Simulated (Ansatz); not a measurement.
[TcOF4]- (TcOF₄⁻). The state is a singlet with charge -1. Geometry PBE0-D4/def2-SVPD, basis def2-TZVPD, Ansatz.

```
run  HOMO (eV)  LUMO (eV)
  A      -1.66       2.37
  B      -0.71       1.90
  C       0.54       1.69
  D      -4.76       4.64
  E       0.46       1.60
  F       0.11       1.61
```

In the def2 sets Tc takes a core potential; there is no spin–orbit coupling. LC-ωPBE has ω = 0.4 bohr⁻¹. The order of the spin states hangs on the level: the triplet lies 0.08 eV below the singlet at r2SCANh-D4/def2-TZVPD, but 0.06 eV above it at PBE0-D4/def2-TZVPD.

The runs used LC-ωPBE, PBE, PBE0, r2SCAN, r2SCANh, revPBE. Estimate which is which.

A PBE0 (25 % exact exchange); B r2SCANh (10 % exact exchange); C revPBE (0 % exact exchange); D LC-ωPBE (range-separated); E PBE (0 % exact exchange); F r2SCAN (0 % exact exchange). Exact exchange lowers occupied and raises empty levels; among semilocal functionals meta-GGAs tend to open the gap a little, and such runs are hard to tell apart. The gap grows from 1.14 eV (PBE) to 9.39 eV (LC-ωPBE). At revPBE-D4/def2-TZVPD, PBE-D4/def2-TZVPD, r2SCAN-D4/def2-TZVPD the highest occupied level of the charge -1 singlet lies above zero (up to 0.54 eV). By energy differences its removal costs 3.84 eV (vertical, to the charge 0 doublet, at PBE0-D4/def2-TZVPD), and other spins of that charge weren't run.
